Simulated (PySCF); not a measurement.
Compound: C₄H₄NO₂ (doublet state).
Geometry (GFN2-xTB, Å), atoms numbered from 1 in this order:
```
atom  x, y, z in Å
O1    -2.600   -0.352   -0.131
C2    -1.553    0.481   -0.025
C3    -0.243    0.025   -0.011
C4     0.983    0.769    0.097
C5     1.943   -0.183    0.059
O6     1.396   -1.402   -0.059
N7     0.046   -1.286   -0.103
H8    -2.261   -1.259   -0.190
H9    -1.810    1.523    0.048
H10    1.091    1.829    0.186
H11    3.013   -0.141    0.104
```

The hyperfine couplings belong to this conformer and change with its torsions.

Identity: `O[CH]c1ccon1` [radical].

Computed with UKS B3LYP, pcH-1 on C H N O, non-relativistic, mean-field spin-orbit, GIAO in PySCF 2.14.0. One conformer (not necessarily the lowest) at the GFN2-xTB geometry, without solvent, vibrations or thermal averaging. A GFN2-xTB geometry isn't a minimum of the functional, and hyperfine couplings can be far from their values at a DFT geometry. No stability test was run, so a lower SCF solution isn't excluded.

Principal values of hyperfine tensors in MHz (contact and dipolar terms together), for some of the nuclei:

```
atom  isotope      A1      A2      A3
  C2      13C   -2.19   -0.92  165.61
  H9       1H  -73.68  -48.93  -19.33
  C3      13C  -57.15  -35.26  -30.00
  O1      17O  -77.09   10.66   12.55
  N7      14N   -2.43   -1.16   50.45
  O6      17O  -45.46    5.45    7.40
  H8       1H  -19.73  -19.28    6.56
  C4      13C    2.13    3.32   20.24
```

Task: Give the isotropic coupling of each nucleus in MHz and in mT (g = 2.0038), and the anisotropic part.

Result: a_iso is a third of the trace, T = A − a_iso, and a(mT) = a(MHz)/(g × 13.996).

| atom | a_iso (MHz) | a_iso (mT) | T1 | T2 | T3 |
| --- | --- | --- | --- | --- | --- |
| C2 | 54.17 | 1.931 | -56.36 | -55.09 | 111.45 |
| H9 | -47.31 | -1.687 | -26.37 | -1.62 | 27.99 |
| C3 | -40.80 | -1.455 | -16.35 | 5.55 | 10.80 |
| O1 | -17.96 | -0.640 | -59.13 | 28.62 | 30.51 |
| N7 | 15.62 | 0.557 | -18.05 | -16.78 | 34.83 |
| O6 | -10.87 | -0.388 | -34.59 | 16.32 | 18.27 |
| H8 | -10.82 | -0.386 | -8.92 | -8.47 | 17.38 |
| C4 | 8.56 | 0.305 | -6.43 | -5.25 | 11.68 |

Task: What spin density at the nucleus of N7 lies behind its contact coupling (g_N = 0.40376)?

Result: a_FC = 800.24 MHz bohr³ × g_N × ρ(0)/(2S). With a_FC = 15.62 MHz and 2S = 1, ρ(0) = 0.04835 bohr⁻³.

Task: C5 (13C, g_N = 1.40482) isn't in the table. Its spin density at the nucleus is -0.0104 bohr⁻³. What is its contact coupling?

Result: By the same relation, a_FC = -11.69 MHz. Its full tensor has the principal values -24.33, -6.00, -4.75 MHz.

Task: Which nucleus of the table has the largest anisotropic coupling, and what is its form?

Result: C2: -56.4, -55.1, 111.4 MHz, axial, in the ratio −1:−1:+2, the form that spin in one p orbital centred on that nucleus gives.

Task: What first-order splitting does C3 cause when the field lies along A1, A2 or A3 of its tensor (g taken as isotropic, no quadrupole term)?

Result: 2 lines (I = 1/2), spaced by |A_i|/(g × 13.996): 2.04, 1.26, 1.07 mT along the axes of A1, A2 and A3.

The run took 33 s wall (grids of density and orbitals included) on one thread of an Arm Neoverse V2, no GPU, shared host with 96 logical CPUs at a one-minute load of 33, and the process peaked at 0.75 GiB of memory.
